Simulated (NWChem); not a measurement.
System: SiNH$_{4}$OF; SMILES N[Si@H](O)F

NWChem input:

```
start job
memory heap 200 mb stack 900 mb global 1100 mb
geometry units angstroms noautosym nocenter noautoz
  N     -0.528655    -1.469999    -0.283287
  Si    -0.081823     0.027748     0.371622
  O     -0.960531     1.186993    -0.410545
  F      1.478966     0.442207     0.139150
  H     -0.686533    -1.605069    -1.274348
  H     -0.412954    -2.339143     0.220994
  H     -0.252053    -0.016066     1.842590
  H     -0.533931     2.044241    -0.499203
end
basis spherical
  * library 6-31g*
end
dft
  xc hfexch
  iterations 150
  mulliken
end
task dft energy
esp
  recalculate
  probe 0.07
  range 0.3
  factor 1.0
  spacing 0.02
end
task esp
```

Geometry: optimised at PBE0/def2-SVP.

Atomic charges in e: unrestrained fits to the electrostatic potential beside Mulliken populations; buried atoms are poorly determined by the fit.

Atoms are numbered as in the input.

### Question
What results follow from this input? (Hartree-Fock/6-31G* (spherical d).) Quantities: ESP N1; Mulliken N1; ESP Si2; Mulliken Si2; ESP O3; Mulliken O3; ESP F4; Mulliken F4; relative RMS misfit of the potential (%).

### Answer
| Property | Value |
|---|---|
| ESP N1 | -1.09 |
| Mulliken N1 | -1.07 |
| ESP Si2 | 1.33 |
| Mulliken Si2 | 1.44 |
| ESP O3 | -0.81 |
| Mulliken O3 | -0.89 |
| ESP F4 | -0.46 |
| Mulliken F4 | -0.55 |
| relative RMS misfit of the potential (%) | 22 |
